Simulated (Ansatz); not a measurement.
CH$_{7}$BOSi, SMILES `BO[SiH2]C`, relaxed with RKS PBE-D4/def2-SVP in the Gaussian-basis code of Ansatz from a rough embedded geometry. The force threshold is 0.03 eV/Å; the program also tests the step.

Charge 0, multiplicity 1.

Start:

```xyz
11

B     0.883   -2.010    0.402
O    -0.098   -1.267   -0.308
Si    0.201    0.351    0.156
C    -1.155    1.461   -0.619
H     1.948   -2.271   -0.168
H     0.691   -2.552    1.436
H     0.012    0.482    1.652
H     1.483    0.773   -0.223
H    -0.900    2.499   -0.289
H    -0.979    1.381   -1.720
H    -2.087    1.152   -0.319
```

```json
{"step": "1", "energy (eV)": "-11738.4739", "largest force (eV/Å)": "4.267", "largest move (Å)": "0.000"}
{"step": "2", "energy (eV)": "-11738.8256", "largest force (eV/Å)": "1.564", "largest move (Å)": "0.156"}
{"step": "3", "energy (eV)": "-11738.9826", "largest force (eV/Å)": "0.634", "largest move (Å)": "0.112"}
{"step": "4", "energy (eV)": "-11739.1337", "largest force (eV/Å)": "0.693", "largest move (Å)": "0.200"}
{"step": "5", "energy (eV)": "-11739.1897", "largest force (eV/Å)": "0.576", "largest move (Å)": "0.156"}
{"step": "6", "energy (eV)": "-11739.2680", "largest force (eV/Å)": "0.263", "largest move (Å)": "0.200"}
{"step": "7", "energy (eV)": "-11739.3110", "largest force (eV/Å)": "0.471", "largest move (Å)": "0.200"}
{"step": "8", "energy (eV)": "-11739.3178", "largest force (eV/Å)": "0.748", "largest move (Å)": "0.163"}
{"step": "9", "energy (eV)": "-11739.3718", "largest force (eV/Å)": "0.433", "largest move (Å)": "0.199"}
{"step": "10", "energy (eV)": "-11739.3918", "largest force (eV/Å)": "0.526", "largest move (Å)": "0.195"}
{"step": "11 (rejected)", "energy (eV)": "-11739.3865", "largest force (eV/Å)": "0.854", "largest move (Å)": "0.195"}
{"step": "12", "energy (eV)": "-11739.4324", "largest force (eV/Å)": "0.280", "largest move (Å)": "0.098"}
{"step": "13", "energy (eV)": "-11739.4539", "largest force (eV/Å)": "0.110", "largest move (Å)": "0.100"}
{"step": "14", "energy (eV)": "-11739.4607", "largest force (eV/Å)": "0.023", "largest move (Å)": "0.110"}
{"step": "15", "energy (eV)": "-11739.4612", "largest force (eV/Å)": "0.040", "largest move (Å)": "0.034"}
{"step": "16", "energy (eV)": "-11739.4618", "largest force (eV/Å)": "0.018", "largest move (Å)": "0.029"}
```

End:

```xyz
11

B     0.782   -2.112    0.290
O     0.060   -1.032    0.675
Si    0.300    0.642    0.434
C    -1.092    1.286   -0.642
H     1.825   -1.969   -0.339
H     0.356   -3.215    0.587
H     0.271    1.269    1.797
H     1.646    0.858   -0.205
H    -1.017    2.387   -0.752
H    -1.054    0.834   -1.654
H    -2.077    1.051   -0.191
```

Run time 9.5 s (2 threads of an AMD EPYC 9R45 on a shared host); peak host memory 0.16 GiB.
